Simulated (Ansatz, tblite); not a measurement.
Removing and adding an electron: NaAlF₄. Charge 0, multiplicity 1. Geometry: r2SCAN-D4/def2-SVP. Ansatz, gas phase; energy differences of separate SCF runs; the oxidised species was run as a doublet alone; the reduced species was run as a doublet alone.

```xyz
6

Na    0.321    2.276    0.129
Al   -0.083   -0.590   -0.034
F    -0.484   -1.484    1.315
F     1.309    0.415    0.274
F    -1.140    0.788   -0.205
F     0.076   -1.404   -1.479
```

The xTB rows come from tblite. HOMO above LUMO, or a gap near zero within one spin, warns that the state may not be the lowest or that an electron is smeared out. The structure comes from a short search, and lower isomers may exist.

**Question.** Estimate orbital energies and vertical ionisation energies and electron affinities at: GFN1-xTB; GFN2-xTB; PBE-D4/def2-TZVP; PBE-D4/def2-TZVPD; r2SCAN-D4/def2-TZVP; r2SCAN-D4/def2-TZVPD; PBE0-D4/def2-TZVP; PBE0-D4/def2-TZVPD.

**Answer.** 
```json
{"level": "GFN1-xTB", "−HOMO (eV)": "12.36", "vertical IE (eV)": "15.92", "−LUMO (eV)": "7.08", "vertical EA (eV)": "4.04", "HOMO–LUMO gap (eV)": "5.28", "IE − EA (eV)": "11.89", "remarks": "–"}
{"level": "GFN2-xTB", "−HOMO (eV)": "12.26", "vertical IE (eV)": "16.13", "−LUMO (eV)": "9.31", "vertical EA (eV)": "4.03", "HOMO–LUMO gap (eV)": "2.95", "IE − EA (eV)": "12.09", "remarks": "–"}
{"level": "PBE-D4/def2-TZVP", "−HOMO (eV)": "7.85", "vertical IE (eV)": "11.62", "−LUMO (eV)": "2.28", "vertical EA (eV)": "–", "HOMO–LUMO gap (eV)": "5.57", "IE − EA (eV)": "–", "remarks": "gap within one spin near zero (+1 doublet)"}
{"level": "PBE-D4/def2-TZVPD", "−HOMO (eV)": "7.96", "vertical IE (eV)": "–", "−LUMO (eV)": "2.26", "vertical EA (eV)": "0.89", "HOMO–LUMO gap (eV)": "5.70", "IE − EA (eV)": "–", "remarks": "HOMO above zero (-1 doublet)"}
{"level": "r2SCAN-D4/def2-TZVP", "−HOMO (eV)": "8.33", "vertical IE (eV)": "11.98", "−LUMO (eV)": "1.49", "vertical EA (eV)": "–", "HOMO–LUMO gap (eV)": "6.84", "IE − EA (eV)": "–", "remarks": "–"}
{"level": "r2SCAN-D4/def2-TZVPD", "−HOMO (eV)": "8.41", "vertical IE (eV)": "–", "−LUMO (eV)": "1.45", "vertical EA (eV)": "0.76", "HOMO–LUMO gap (eV)": "6.95", "IE − EA (eV)": "–", "remarks": "HOMO above zero (-1 doublet)"}
{"level": "PBE0-D4/def2-TZVP", "−HOMO (eV)": "9.92", "vertical IE (eV)": "12.54", "−LUMO (eV)": "1.70", "vertical EA (eV)": "–", "HOMO–LUMO gap (eV)": "8.22", "IE − EA (eV)": "–", "remarks": "–"}
{"level": "PBE0-D4/def2-TZVPD", "−HOMO (eV)": "10.00", "vertical IE (eV)": "–", "−LUMO (eV)": "1.67", "vertical EA (eV)": "0.86", "HOMO–LUMO gap (eV)": "8.33", "IE − EA (eV)": "–", "remarks": "HOMO above zero (-1 doublet)"}
```

   A HOMO above zero means that the electron is unbound at that level or that self-interaction error raises the level; the energy of removing that electron tells which. Raw xTB energy differences between charge states are shifted by several eV; the methods need an empirical correction for them.
